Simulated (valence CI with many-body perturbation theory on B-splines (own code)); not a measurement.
Questions on Tl XLII

Calculated by configuration interaction combined with many-body perturbation theory (CI+MBPT): four valence electrons over a frozen Dirac-Fock core [Kr], radial functions for each j: 9 s, 9 p, 10 d, 8 f, 5 g, 3 h, 1 i, with the one-electron correlation potential Σ1 (screened to all orders), the two-electron term Σ2, the three-electron term Σ3, Breit, model QED; selected single and double excitations, second order for the rest (own B-spline code, finite nucleus).

No measured spectrum was set against this ion. As an estimate, large intervals hold to a few tenths of a per cent, small ones and those within an open d or f shell to about a per cent. Only levels of the ground parity were solved; by the run's estimate the other parity begins above the list, which can be wrong where configurations are misplaced.

Levels are named by their leading jj configuration (3d3/2^4 stands for four electrons in 3d with j = 3/2), which in mixed levels can hold well under half, so a name can repeat and another be missing.

Rates and lifetimes use the calculated energies. Strong lines usually hold to 10 to 20 %, long lifetimes can be off by a factor of two.

Problem. What is the ground level?

Solution. (4d3/2^4) J=0, composition 60 % 4d4 3P + 26 % 4d4 5D + 14 % 4d4 1S.

Problem. How well does LS coupling describe the low levels?

Solution. Among the lowest 20 levels the leading LS term, summed over configurations, holds 48 % on average. For single configurations the figures are 48 % in LS and 96 % in jj coupling. Terms mix most in the J = 4 level at 251120 cm⁻¹, where the leading one holds 28 %.

Problem. What is the ionisation energy?

Solution. 2015.3 eV; NIST lists 2014 ± 4 eV (theoretical).

Problem. Name the longest-lived excited levels whose lifetime is computed, and their main decay.

Solution. (4d3/2^2 4d5/2^2) J=6 at 489660 cm⁻¹ lives 22.4 ms, mostly by E2 to (4d3/2^3 4d5/2) J=4; (4d3/2^3 4d5/2) J=3 at 269850 cm⁻¹ lives 13.5 ms, mostly by M1 to (4d3/2^3 4d5/2) J=4. The lifetime of (4d3/2^3 4d5/2) J=4 is too uncertain to give, and may be longer.
